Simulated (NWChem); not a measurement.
Species: Si$_{2}$H$_{4}$, singlet; SMILES [SiH][SiH3]

```xyz
6

Si     0.0888     1.0184    -0.1142
Si    -0.1259    -1.3370    -0.4875
H     -1.2471     1.6725    -0.3221
H      1.0827     1.7037    -0.9983
H      0.4976     1.2512     1.3122
H     -1.1804    -1.3561     0.6272
```
Atoms are numbered in this order, from 1.

Results from NWChem. Low-valent species are run as closed-shell singlets; no triplet was tried in these runs. Geometry: optimised at PBE0/def2-SVP. GIAO values for the isolated, static molecule; σ is the absolute isotropic shielding, δ = σ(reference) − σ with the isolated reference molecule computed at the same levels (1H: tetramethylsilane, 29Si: tetramethylsilane).

Problem. What does the run give for PBE/pcSseg-1? Quantities: δ Si1 (ppm); δ Si2 (ppm); δ H3 (rotor mean) (ppm); δ H6 (ppm).

Solution. 
- δ Si1 (ppm): -75.0
- δ Si2 (ppm): 1164.8
- δ H3 (rotor mean) (ppm): 4.45
- δ H6 (ppm): 20.31
